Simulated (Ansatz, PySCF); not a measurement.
This singlet lies 1.00 eV below the relaxed triplet at the level B3LYP/cc-pVTZ // PBE0-D3(BJ)/def2-TZVP (Ansatz, a first-principles code).

Z-matrix (Å, degrees):
```
C
C 1 1.3398
H 2 1.0880 1 123.17
H 1 1.0884 2 118.00 3 0.07
H 2 1.0886 3 116.07 1 -179.96
Si 1 1.8724 4 124.95 2 -179.99
H 6 1.5298 1 96.24 4 -0.10
```
Charge 0, spin multiplicity 1.

**Question.** What is the computed dipole moment, HOMO–LUMO gap and LUMO (PBE0-D3(BJ)/def2-TZVP (PySCF))?

**Answer.** 
- dipole moment = 0.346 e·Å
- HOMO–LUMO gap = 3.62 eV
- LUMO = -2.74 eV
